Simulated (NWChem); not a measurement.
C$_{2}$H$_{3}$Cl$_{3}$; SMILES CC(Cl)(Cl)Cl

Program: NWChem. Medium grid unless said otherwise, to which SCAN and Minnesota functionals are sensitive. Geometry: optimised at PBE0/def2-SVP. Computed dipoles belong to the equilibrium geometry; the measured one is vibrationally averaged.

Measured dipole moment: 1.78 D (NIST CCCBDB, as tabulated in the package chemicals).

| level | dipole moment (D) | computed − measured | relative time (rough) |
|---|---|---|---|
| LDA (Slater exchange, VWN5)/def2-TZVPD | 1.81 | +0.03 | 2 |
| PBE/def2-TZVPD | 1.78 | 0.00 | 2 |
| BLYP/def2-TZVPD | 1.75 | -0.03 | 2 |
| TPSS/def2-TZVPD | 1.80 | +0.02 | 1 |
| r2SCAN/def2-TZVPD | 1.85 | +0.07 | 2 |
| B3LYP/def2-TZVPD | 1.80 | +0.02 | 2 |
| PBE0/def2-TZVPD | 1.82 | +0.04 | 2 |
| M06-2X/def2-TZVPD | 1.82 | +0.04 | 1 |
| CAM-B3LYP/def2-TZVPD | 1.82 | +0.04 | 10 |
| Hartree-Fock/def2-TZVPD | 1.92 | +0.14 | 1 |
